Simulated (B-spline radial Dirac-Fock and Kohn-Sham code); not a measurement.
**Binding energies of Pb⁶⁰⁺ at several levels of theory**

System: the Pb⁶⁰⁺ ion in the configuration [Ar] 3d4.

The density-functional columns are spherical, spin-unpolarised Dirac-Kohn-Sham results without Breit or QED terms: −ε is minus the orbital energy of the initial state and ΔSCF the difference of two total energies. The reference in the last column comes from Dirac-Fock (average of configuration) total-energy differences with a finite nucleus, the Breit interaction including its frequency dependence, and self-energy and vacuum-polarisation corrections. All numbers are from a B-spline atomic structure program, in eV; a selection of levels is shown. The Kohn-Sham columns are given as differences from the reference. For the 1s level of heavy atoms much of the gap between ΔSCF and the reference is the Breit and QED part, -495.6 eV here; for other levels the error of the functional can be larger.

```
level  LDA −ε − DF  LDA ΔSCF − DF  Dirac-Fock
   1s       -207.3         +486.9     92341.6
   2s       -200.0          -33.8     20080.5
2p1/2       -142.9          +61.2     19446.3
2p3/2       -162.6          +13.1     17254.3
   3s        -99.0          -29.3      7606.1
3p1/2        -67.0           +7.2      7339.6
3p3/2        -70.7           -2.5      6788.9
   3d        -73.2           +5.1      6371.1
```

Values without a named source are computed, but for edge energies of neutral atoms, which are taken from tables.
